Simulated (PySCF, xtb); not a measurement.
C₅H₆O₂, SMILES Cc1cc(oc1)O.

GFN2-xTB run with xtb 6.7.1 at its own geometry gives an orbital gap of 4.70 eV and a dipole moment of 2.44 D.

Coordinates come from a TPSSh-D3(BJ)/def2-SVP optimisation. One conformer was computed; it need not be the lowest.

**Question.** What does r2SCAN/def2-TZVP (PySCF) give? (An estimate is asked for; the answer gives what the named calculation found.)

**Answer.** gap 5.00 eV (levels -4.93 and 0.07 eV), dipole 2.10 D.
